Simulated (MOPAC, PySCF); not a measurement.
BClI2, SMILES `B(I)(I)Cl`, neutral singlet in the gas phase. 

Cartesian coordinates (Å):
SMILES: ClB(I)I
```xyz
4

Cl    -0.1019     1.8207     0.0006
B     -0.0052     0.0923     0.0012
I      1.8886    -0.8538    -0.0064
I     -1.7816    -1.0592     0.0046
```
Charge 0, multiplicity 1.

All levels are single points at this geometry (CAM-B3LYP-D3(BJ)/def2-TZVP); Pople sets use spherical d functions. Orbital energies aren't observables, and empty levels follow the basis.

B3LYP/6-311+G** (LANL2DZ on I) in PySCF gives gap (eV) = 5.07.

Estimate the gap (eV) from each of these levels: CAM-B3LYP-D3(BJ)/def2-TZVP in PySCF; B3LYP/6-31G* (LANL2DZ on I) in PySCF; B3LYP/LANL2DZ in PySCF; BP86/6-31G* (LANL2DZ on I) in PySCF; M06-2X/6-31G* (LANL2DZ on I) in PySCF; PBE/6-31G* (LANL2DZ on I) in PySCF; AM1 in MOPAC; PM3 in MOPAC.


```
level                                  gap (eV)
-------------------------------------  --------
CAM-B3LYP-D3(BJ)/def2-TZVP in PySCF        7.66
B3LYP/6-31G* (LANL2DZ on I) in PySCF       5.10
B3LYP/LANL2DZ in PySCF                     5.05
BP86/6-31G* (LANL2DZ on I) in PySCF        3.56
M06-2X/6-31G* (LANL2DZ on I) in PySCF      7.08
PBE/6-31G* (LANL2DZ on I) in PySCF         3.53
AM1 in MOPAC                               8.86
PM3 in MOPAC                               7.93
```
